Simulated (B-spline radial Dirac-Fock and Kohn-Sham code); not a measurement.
**Photoabsorption cross section of Ca¹⁸⁺ by shell**

System: the Ca¹⁸⁺ ion in the configuration 1s2.

The run's input, task.json:

```json
{"items": [{
  "Z": 20,
  "q": 18,
  "cfg": [[1, 0, 2]],
  "A": 40,
  "rrms": 3.4776,
  "do": ["binding", "quiet", "photo"],
  "hv": [45.2, 100, 115.0, 222.0, 1000, 1486.9, 1520.0, 2000, 2310.0, 8047.8, 9251.7, 27400.0, 30000, 59318.2, 118000.0, 141000.0]
}]}
```

Run with: `python xray_run.py task.json out`

Calculated with a B-spline atomic structure program, using a relativistic central-field model (Hartree-Slater potential of the initial state, Latter tail, multipole expansion of the photon field, Dirac-Fock thresholds).

Computed thresholds (eV): K 5127.5.

```csv
photon energy (eV),total (b),K (%)
8047.8,10390,100.0
9251.7,7110,100.0
27400,308.7,100.0
30000,234.6,100.0
59318.2,28.39,100.0
118000,3.256,100.0
141000,1.864,100.0
```

Question: With what power of the photon energy does the total fall between 118000 and 141000 eV?

Answer: As E^-3.13. The non-relativistic Born limit for an s electron far above threshold is E^-3.5; near threshold and at relativistic energies the fall is slower.
